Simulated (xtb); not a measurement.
Input file for xtb: GFN-FF on C2H7B (SMILES BCC), a point of a torsion scan.

```
$ xtb mol.xyz --gfnff --sp --chrg 0 --uhf 0
10

B      1.45546393     0.19575295    -0.16864774
C      0.11027668    -0.32703872     0.44489476
C     -1.18373452     0.11883582    -0.23760754
H      2.46571360    -0.13555617     0.31980281
H      1.46807158     0.90656882    -1.09660141
H      0.07221664    -0.03369122     1.50021683
H      0.13643591    -1.42215397     0.47245848
H     -1.20094658    -0.21064246    -1.27393341
H     -2.05658761    -0.29497898     0.26558900
H     -1.26693827     1.20314891    -0.22605928
```

The log:

```
[...]
           -------------------------------------------------
          |                Calculation Setup                |
           -------------------------------------------------



          ==================== Thresholds ====================
          CN  :   150.00000
          rep :   500.00000
          disp:  2500.00000
          HB1 :   250.00000
          HB2 :   450.00000

          Pauling EN used:
          Z : 1  EN :  2.20
          Z : 5  EN :  2.04
          Z : 6  EN :  2.55
          electric field strengths (au): 0.000

           -------------------------------------------------
          |           Force Field Initialization            |
           -------------------------------------------------

          distances ...
          ----------------------------------------
          generating topology and atomic info file ...
          pair mat ...
          computing topology distances matrix with Floyd-Warshall algo ...
          making topology EEQ charges ...
          #fragments for EEQ constrain: 1
          ----------------------------------------
          generating topology and atomic info file ...
          pair mat ...
          computing topology distances matrix with Floyd-Warshall algo ...
          making topology EEQ charges ...
          #fragments for EEQ constrain: 1
          rings ...
          # BATM   42
          # H in HB   2
          doing iterative Hueckel for 1 subsystem(s) ...

  atom   neighbors  erfCN metchar sp-hybrid imet pi  qest     coordinates
    1  B       3    2.75   0.03         2    0    0  -0.077    2.750428    0.369919   -0.318698
    2  C       4    3.48   0.00         3    0    0  -0.032    0.208393   -0.618014    0.840729
    3  C       4    3.49   0.00         3    0    0  -0.056   -2.236934    0.224567   -0.449013
    4  H       1    0.96   0.01         0    0    0   0.029    4.659523   -0.256164    0.604340
    5  H       1    0.96   0.01         0    0    0   0.029    2.774253    1.713167   -2.072276
    6  H       1    0.97   0.00         0    0    0   0.021    0.136470   -0.063667    2.834999
    7  H       1    0.97   0.00         0    0    0   0.021    0.257827   -2.687482    0.892817
    8  H       1    0.97   0.00         0    0    0   0.022   -2.269460   -0.398057   -2.407385
    9  H       1    0.97   0.00         0    0    0   0.022   -3.886387   -0.557429    0.501890
   10  H       1    0.97   0.00         0    0    0   0.022   -2.394166    2.273622   -0.427190

          #atoms :   10
          #bonds :   9
          #angl  :   15
          #tors  :   15
          #nmol  :   1
          #optfrag :   1
           -------------------------------------------------
          |                   G F N - F F                   |
          |          A general generic force-field          |
          |                  Version 1.0.3                  |
           -------------------------------------------------
          Number of HB bonds (bound hydrogen)     0
          Number of HB bonds (unbound hydrogen)   0
          Number of XB bonds                      0

 E+G (total)                   0 d,  0 h,  0 min,  0.000 sec
 distance/D3 list               ...        0 min,  0.000 sec (  0.930%)
 non bonded repulsion           ...        0 min,  0.000 sec ( 17.082%)
 dCN                            ...        0 min,  0.000 sec (  4.005%)
 EEQ energy and q               ...        0 min,  0.000 sec ( 13.383%)
 D3                             ...        0 min,  0.000 sec ( 14.636%)
 EEQ gradient                   ...        0 min,  0.000 sec (  5.458%)
 bonds                          ...        0 min,  0.000 sec (  9.715%)
Note: The following floating-point exceptions are signalling: IEEE_UNDERFLOW_FLAG IEEE_DENORMAL
normal termination of xtb
 bend and torsion               ...        0 min,  0.000 sec ( 13.856%)
 bonded ATM                     ...        0 min,  0.000 sec (  6.526%)
 HB/XB (incl list setup)        ...        0 min,  0.000 sec (  9.459%)

         :::::::::::::::::::::::::::::::::::::::::::::::::::::
         ::                     SUMMARY                     ::
         :::::::::::::::::::::::::::::::::::::::::::::::::::::
         :: total energy              -1.237461347281 Eh    ::
         :: gradient norm              0.022279174682 Eh/a0 ::
         ::.................................................::
         :: bond energy               -1.289395421281 Eh    ::
         :: angle energy               0.001298383824 Eh    ::
         :: torsion energy             0.000415195393 Eh    ::
         :: repulsion energy           0.056474458800 Eh    ::
         :: electrostat energy        -0.003023811374 Eh    ::
         :: dispersion energy         -0.003181231465 Eh    ::
         :: HB energy                  0.000000000000 Eh    ::
         :: XB energy                  0.000000000000 Eh    ::
         :: bonded atm energy         -0.000048921178 Eh    ::
         :: external energy            0.000000000000 Eh    ::
         :: add. restraining           0.000000000000 Eh    ::
         :: total charge              -0.000000000000 e     ::
         :::::::::::::::::::::::::::::::::::::::::::::::::::::

           -------------------------------------------------
          |                Property Printout                |
           -------------------------------------------------

molecular dipole:
                 x           y           z       tot (Debye)
 q only:       -0.055      -0.005       0.004       0.141

           -------------------------------------------------
          | TOTAL ENERGY               -1.237461347281 Eh   |
          | GRADIENT NORM               0.022279174682 Eh/α |
           -------------------------------------------------
########################################################################
[WARNING] Runtime exception occurred
-1- gfnff_setup: Could not read topology file.
########################################################################

------------------------------------------------------------------------
------------------------------------------------------------------------
 total:
 SCF:
```

The run finished.

Cost: around 0.020 core-seconds (rough).
